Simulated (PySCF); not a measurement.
Molecular orbitals of SnH

B97-3 at R = 1.788 Å; basis Sn aug-cc-pVDZ-PP with ECP28, H aug-cc-pVDZ; scalar-relativistic core potentials; PySCF 2.14. State: ²Π (doublet), unpaired electrons π ↑. Only the outer orbitals are listed, counted within each symmetry, core potentials removing the inner ones.

```csv
spin,orbital,occ.,ε (eV),on Sn (%),main shells (%)
α,1δ,1,-28.78,100,100 Sn d
α,1δ,1,-28.70,100,100 Sn d
α,2π,1,-28.62,100,100 Sn d
α,3σ,1,-28.39,100,100 Sn d
α,2π,1,-28.34,100,100 Sn d
α,4σ,1,-12.86,83,"82 Sn s, 16 H s"
α,5σ,1,-7.35,62,"44 Sn p, 38 H s, 15 Sn s"
α,3π,1,-4.85,100,100 Sn p
α,3π,0,-2.90,99,99 Sn p
α,6σ,0,0.22,14,"88 H s, 55 Sn p"
β,1δ,1,-28.73,100,100 Sn d
β,2π,1,-28.60,100,100 Sn d
β,1δ,1,-28.58,100,100 Sn d
β,3σ,1,-28.27,100,100 Sn d
β,2π,1,-28.23,100,100 Sn d
β,4σ,1,-12.19,83,"79 Sn s, 18 H s"
β,5σ,1,-7.09,63,"42 Sn p, 37 H s, 20 Sn s"
β,3π,0,-2.78,99,99 Sn p
β,3π,0,-2.37,101,101 Sn p
β,6σ,0,0.24,14,"88 H s, 40 Sn p"
```

**Question.** Which are the highest filled and the lowest empty level, where do they sit, and how wide is the gap?

**Answer.** Highest filled α 3π at -4.85 eV (in %: 100 Sn p); lowest empty α 3π at -2.90 eV (in %: 99 Sn p); the gap at B97-3 is 1.95 eV. Both belong to one degenerate shell, split only by its one-sided filling, so this is no excitation gap.

```json
{"bond order (Mayer)": "0.92", "⟨S²⟩": "0.753", "charge on Sn (Mulliken, basis-dependent)": "0.10", "charge on Sn (Löwdin, basis-dependent)": "0.33", "dipole moment (positive dipole means Sn(−)H(+))": "-0.59 D"}
```

Shares are Mulliken populations and can fall outside 0 to 100 %.

Spin–orbit coupling is left out. The state was picked by a PBE0 search and need not be the measured ground state.
